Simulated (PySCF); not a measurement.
The electron affinity along the 3d series

All values are computed (PySCF 2.14, energy differences of UHF-based or UKS calculations, no spin-orbit coupling). Values in eV. The last column holds reference values (measured affinities from photodetachment; the arrow runs from anion to atom). Unmarked ones compare directly (S terms, centres of terms, or small fine structure); those marked * lie between the lowest fine-structure levels and include a spin-orbit shift.

```
                           element                 configurations    LDA    PBE   PBE0  MP2 (valence and next inner shell)  SCS-MP2 (valence and next inner shell)  CCSD(T) (valence)  reference
Ti (def2-QZVPPD, non-relativistic)    [Ar] 3d3 4s2 → [Ar] 3d2 4s2  1.037  0.825  0.459                              -0.164                                  -0.583             -0.250    0.076 *
 V (def2-QZVPPD, non-relativistic)    [Ar] 3d4 4s2 → [Ar] 3d3 4s2  1.642  1.287  0.891                               0.507                                  -0.134              0.233    0.528 *
Cr (def2-QZVPPD, non-relativistic)    [Ar] 3d5 4s2 → [Ar] 3d5 4s1  0.587  0.328  0.215                               0.127                                   0.251              0.499      0.676
Fe (def2-QZVPPD, non-relativistic)    [Ar] 3d7 4s2 → [Ar] 3d6 4s2  1.191  1.049  0.383                               0.357                                   0.262             -0.052    0.153 *
Co (def2-QZVPPD, non-relativistic)    [Ar] 3d8 4s2 → [Ar] 3d7 4s2  1.909  1.569  0.851                               1.249                                   0.970              0.517    0.662 *
Ni (def2-QZVPPD, non-relativistic)    [Ar] 3d9 4s2 → [Ar] 3d8 4s2  2.570  2.008  1.262                               2.146                                   1.676              1.086    1.157 *
Cu (def2-QZVPPD, non-relativistic)  [Ar] 3d10 4s2 → [Ar] 3d10 4s1  1.455  1.237  0.961                               0.842                                   0.874              1.087      1.236
```

The highest occupied level of the anion is positive for Ti⁻ at LDA, PBE, PBE0; V⁻ at LDA, PBE, PBE0; Cr⁻ at LDA, PBE, PBE0; Fe⁻ at LDA, PBE, PBE0; Co⁻ at LDA, PBE, PBE0; Ni⁻ at LDA, PBE, PBE0; Cu⁻ at LDA, PBE, PBE0, so there the basis helps to hold the electron.

"Valence" correlates the outer s and p shells and, in groups 3 to 12 and the f block, the outer d or f shell, open or full, or the next shell where the ion has no valence electron left; the wider scheme adds the next inner shell.
